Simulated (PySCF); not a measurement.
1-chloro-1-methylcyclopropane (C4H7Cl), SMILES CC1(Cl)CC1.

Geometry: PBE-D3(BJ)/def2-SVP.

The numbers are results of PBE-D3(BJ)/def2-SVP in PySCF, not measurements.

Frequencies are harmonic and unscaled.

**Question.** Estimate the vibrational spectrum. (Estimate from the structure and the level; the computed values follow.)

**Answer.** 
```csv
mode,ν (cm⁻¹),IR (km/mol),moving atoms (share of kinetic energy)
1,236,0.1,H 94 %
2,299,0.3,"H 51 %, C 44 %"
3,301,3.0,"C 52 %, Cl 26 %, H 22 %"
4,321,0.3,"C 44 %, H 33 %, Cl 24 %"
5,384,0.3,"C 64 %, H 31 %"
6,550,18.3,"C 51 %, Cl 32 %, H 16 %"
7,742,0.2,H 98 %
8,810,6.5,"C 62 %, H 36 %"
9,838,1.4,"H 70 %, C 30 %"
10,907,4.9,"C 53 %, H 46 %"
11,912,1.6,"H 65 %, C 35 %"
12,989,14.6,"H 82 %, C 18 %"
13,1021,0.2,"H 65 %, C 35 %"
14,1035,6.0,"C 64 %, H 36 %"
15,1079,6.9,"H 52 %, C 48 %"
16,1129,0.1,"H 76 %, C 24 %"
17,1175,44.1,"C 60 %, H 40 %"
18,1297,2.1,"H 61 %, C 39 %"
19,1355,5.2,"H 64 %, C 36 %"
20,1371,7.2,H 92 %
21,1399,4.1,H 96 %
22,1416,6.6,H 93 %
23,1439,7.6,"H 53 %, C 47 %"
24,2972,18.5,H 97 %
25,3062,9.3,H 95 %
26,3064,0.3,H 94 %
27,3068,16.1,"H 91 %, C 9 %"
28,3068,9.1,"H 90 %, C 10 %"
29,3159,0.3,"H 89 %, C 11 %"
30,3168,2.5,"H 89 %, C 11 %"
```
